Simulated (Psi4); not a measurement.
Internal rotation in CH2F4Si, SMILES F[SiH2]C(F)(F)F. Scanned: dihedral F1–Si2–C3–F4; all other coordinates were relaxed at B3LYP-D3(BJ)/def2-SVP. Heavy atoms are numbered in the order of the SMILES F[SiH2]C(F)(F)F, hydrogens after them in the order of the atoms that carry them; the mirror image has the same energies with the sign of each dihedral reversed.

- PBE/def2-TZVP // B3LYP-D3(BJ)/def2-SVP (Psi4)
- PBE-D3(BJ)/def2-TZVP // B3LYP-D3(BJ)/def2-SVP (Psi4)
- PBE0-D3(BJ)/def2-TZVP // B3LYP-D3(BJ)/def2-SVP (Psi4)
- MP2/cc-pVTZ = DF-MP2 (frozen core)/cc-pVTZ // B3LYP-D3(BJ)/def2-SVP in Psi4

Energies relative to the lowest point of each profile, in kJ/mol; the last columns give the difference from MP2:

```
φ / °  PBE/def2-TZVP  PBE-D3(BJ)/def2-TZVP  PBE0-D3(BJ)/def2-TZVP  MP2/cc-pVTZ  PBE/def2-TZVP − MP2/cc-pVTZ  PBE-D3(BJ)/def2-TZVP − MP2/cc-pVTZ  PBE0-D3(BJ)/def2-TZVP − MP2/cc-pVTZ
-----  -------------  --------------------  ---------------------  -----------  ---------------------------  ----------------------------------  -----------------------------------
0               6.00                  6.05                   6.12         7.25                        -1.25                               -1.21                                -1.13
10              5.60                  5.64                   5.70         6.76                        -1.16                               -1.12                                -1.06
20              4.54                  4.57                   4.61         5.43                        -0.90                               -0.86                                -0.82
30              3.06                  3.08                   3.05         3.56                        -0.50                               -0.48                                -0.51
40              1.61                  1.62                   1.59         1.80                        -0.19                               -0.18                                -0.22
50              0.50                  0.51                   0.46         0.50                         0.00                                0.01                                -0.04
60              0.00                  0.00                   0.00         0.00                         0.00                                0.00                                 0.00
70              0.45                  0.45                   0.33         0.36                         0.10                                0.10                                -0.02
80              1.39                  1.41                   1.50         1.70                        -0.31                               -0.29                                -0.20
90              2.84                  2.86                   2.91         3.40                        -0.56                               -0.53                                -0.49
100             4.36                  4.39                   4.50         5.30                        -0.94                               -0.91                                -0.80
110             5.52                  5.56                   5.52         6.61                        -1.09                               -1.05                                -1.09
```

PBE/def2-TZVP is furthest from MP2/cc-pVTZ at 0 (-1.25 kJ/mol, below); its mean absolute difference over the points is 0.58 kJ/mol.

PBE-D3(BJ)/def2-TZVP is furthest from MP2/cc-pVTZ at 0 (-1.21 kJ/mol, below); its mean absolute difference over the points is 0.56 kJ/mol.

PBE0-D3(BJ)/def2-TZVP is furthest from MP2/cc-pVTZ at 0 (-1.13 kJ/mol, below); its mean absolute difference over the points is 0.53 kJ/mol.
